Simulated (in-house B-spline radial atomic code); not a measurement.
Orbital energies and mean radii along the 44-electron series, configuration [Kr] 4d8. The effective charge is n√(-2ε), a non-relativistic measure. Computed with a B-spline radial code for spherical atoms: Dirac-Hartree-Fock, average of the configuration, finite nuclei.

| ion | Z | energy of 4p1/2 (Eh) | mean radius of 4p1/2 (bohr) | energy of 3p3/2 (Eh) | mean radius of 3p3/2 (bohr) | energy of 4p3/2 (Eh) | mean radius of 4p3/2 (bohr) | energy of 3d3/2 (Eh) | mean radius of 3d3/2 (bohr) | effective charge of 4p1/2 |
| --- | --- | --- | --- | --- | --- | --- | --- | --- | --- | --- |
| I9+ | 53 | -10.948 | 0.75698 | -38.642 | 0.31381 | -10.509 | 0.78013 | -29.633 | 0.2854 | 18.717 |
| Xe10+ | 54 | -12.324 | 0.72976 | -41.606 | 0.3061 | -11.83 | 0.75261 | -32.32 | 0.27762 | 19.858 |
| Cs11+ | 55 | -13.772 | 0.70441 | -44.69 | 0.29874 | -13.219 | 0.72701 | -35.127 | 0.27023 | 20.993 |
| Ba12+ | 56 | -15.294 | 0.68073 | -47.895 | 0.29171 | -14.676 | 0.70313 | -38.052 | 0.26322 | 22.123 |
| La13+ | 57 | -16.889 | 0.65856 | -51.219 | 0.28498 | -16.2 | 0.68081 | -41.097 | 0.25655 | 23.248 |
| Ce14+ | 58 | ? | ? | ? | ? | ? | ? | ? | ? | ? |
| Pr15+ | 59 | -20.298 | 0.6182 | -58.225 | 0.27237 | -19.449 | 0.64023 | -47.539 | 0.24414 | 25.486 |
| Nd16+ | 60 | -22.112 | 0.59977 | -61.906 | 0.26645 | -21.173 | 0.62173 | -50.937 | 0.23836 | 26.6 |
| Pm17+ | 61 | ? | ? | ? | ? | ? | ? | ? | ? | ? |
| Sm18+ | 62 | ? | ? | ? | ? | ? | ? | ? | ? | ? |
| Eu19+ | 63 | -27.996 | 0.5503 | -73.662 | 0.25007 | -26.746 | 0.57221 | -61.834 | 0.2225 | 29.931 |
| Gd20+ | 64 | -30.106 | 0.5355 | -77.817 | 0.24503 | -28.736 | 0.55742 | -65.702 | 0.21765 | 31.039 |

Problem. Fill in the row of Ce14+.

Solution. energy of 4p1/2 (Eh): -18.557; mean radius of 4p1/2 (bohr): 0.63776; energy of 3p3/2 (Eh): -54.663; mean radius of 3p3/2 (bohr): 0.27854; energy of 4p3/2 (Eh): -17.791; mean radius of 4p3/2 (bohr): 0.65988; energy of 3d3/2 (Eh): -44.259; mean radius of 3d3/2 (bohr): 0.25019; effective charge of 4p1/2: 24.368.

Problem. Fill in the row of Pm17+.

Solution. energy of 4p1/2 (Eh): -23.999; mean radius of 4p1/2 (bohr): 0.58237; energy of 3p3/2 (Eh): -65.706; mean radius of 3p3/2 (bohr): 0.26077; energy of 4p3/2 (Eh): -22.964; mean radius of 4p3/2 (bohr): 0.60429; energy of 3d3/2 (Eh): -54.452; mean radius of 3d3/2 (bohr): 0.23284; effective charge of 4p1/2: 27.712.

Problem. Fill in the row of Sm18+.

Solution. energy of 4p1/2 (Eh): -25.961; mean radius of 4p1/2 (bohr): 0.5659; energy of 3p3/2 (Eh): -69.625; mean radius of 3p3/2 (bohr): 0.25532; energy of 4p3/2 (Eh): -24.822; mean radius of 4p3/2 (bohr): 0.58781; energy of 3d3/2 (Eh): -58.085; mean radius of 3d3/2 (bohr): 0.22755; effective charge of 4p1/2: 28.823.

Problem. How does the screening of 4p1/2 change?

Solution. Z less the effective charge goes from 34.28 at Z = 53 to 32.96 at Z = 64.
